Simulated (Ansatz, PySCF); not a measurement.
Molecule: diselenium, Se2, net charge 0, triplet state. SMILES: [Se]=[Se]
Geometry from a B3LYP-D3(BJ)/def2-TZVP (Ansatz, a program for electronic structure) optimisation:
```
Se
Se 1 2.1882
```
Charge 0, spin multiplicity 3.

Property: vertical ionisation energy (to the doublet state of charge +1; each state is the SCF solution reached for its spin; the UHF <S^2> is 1.51 for the doublet (pure: 0.75); for the doublet T1 is 0.088; for the triplet the Hartree-Fock reference is unstable and T1 is 0.018), in eV. Cores are frozen in the correlated levels unless marked. UHF or UKS for open shells. No spin-orbit coupling. Frozen are the shells of the preceding noble gas and the d and f shells that filled before the atom's block. Non-relativistic. 

```
level                 program  vertical ionisation energy (eV)
--------------------  -------  -------------------------------
SVWN5/def2-TZVPD       Ansatz                             9.12
r2SCAN/def2-TZVPD      Ansatz                             9.26
B3LYP/def2-TZVPD       Ansatz                             9.17
BHLYP/def2-TZVPD       Ansatz                             9.26
CAM-B3LYP/def2-TZVPD   Ansatz                             9.32
wB97X-V/def2-TZVPD     Ansatz                             9.29
CCSD/aug-cc-pVDZ       Ansatz                             8.89
CCSD/aug-cc-pVTZ       Ansatz                             9.06
CCSD/aug-cc-pVQZ       Ansatz                             9.13
CCSD/def2-QZVPPD       Ansatz                             9.12
CCSD(T)/aug-cc-pVDZ    Ansatz                             8.82
CCSD(T)/def2-SVPD      Ansatz                             8.83
CCSD(T)/aug-cc-pVQZ    Ansatz                             9.08
CCSD(T)/def2-QZVPPD    Ansatz                             9.07
```

For comparison, minus the highest occupied orbital energy (PySCF): 5.80 eV at TPSS/def2-TZVPD, 5.77 eV at BP86/def2-TZVPD, 7.89 eV at M06-2X/def2-TZVPD.
